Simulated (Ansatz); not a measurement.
`[SiH3][N]([SiH3])[Ga]([Cl])[Cl]`. Total charge 0; spin multiplicity 1.

```xyz
12

Si   -1.422   -0.958    0.116
N     0.003    0.021   -0.098
Si    0.971    0.390    1.309
Ga    0.515    0.667   -1.721
Cl    2.281    1.847   -1.797
Cl   -0.540    0.315   -3.523
H    -1.060   -2.289    0.672
H    -2.079   -1.134   -1.202
H    -2.366   -0.303    1.059
H     1.038    1.853    1.552
H     0.306   -0.271    2.464
H     2.352   -0.138    1.169
```

Task: What are the harmonic wavenumbers in cm⁻¹ at PBE0-D4/def2-TZVP (Ansatz, finite differences of forces, unscaled)? (Estimate.)

Result: Ansatz gave: 25, 76, 84, 96, 123, 123, 163, 187, 202, 371, 452, 464, 661, 675, 689, 723, 930, 940, 942, 948, 954, 962, 986, 994, 2216, 2220, 2226, 2233, 2233, 2248.

Task: Is this a minimum?

Result: Yes, all 30 modes are real.

Task: Give the ideal-gas thermochemistry at 298.15 K and 1 bar (rigid rotor, harmonic oscillator; point group Cs, symmetry number 1).

Result: Zero-point energy 156.4 kJ/mol; H(298) − E = 187.3 kJ/mol; entropy 451.7 J/(mol·K), of which translation 175.9, rotation 127.9, vibration 147.9; G(298) − E = 52.6 kJ/mol. Modes under 100 cm⁻¹ are hindered rotations or soft bends, so the harmonic entropy is rough.

Task: And at 400, 500, 600, 800 and 1000 K?

Result: 
```tsv
T (K)	H − E (kJ/mol)	S (J/mol/K)	G − E (kJ/mol)
400	204.0	499.9	4.1
500	222.5	541.1	-48.0
600	242.6	577.6	-104.0
800	286.3	640.4	-226.0
1000	333.4	692.9	-359.5
```

Task: Rotational constants (cm⁻¹)?

Result: 0.04318, 0.03102, 0.01828.
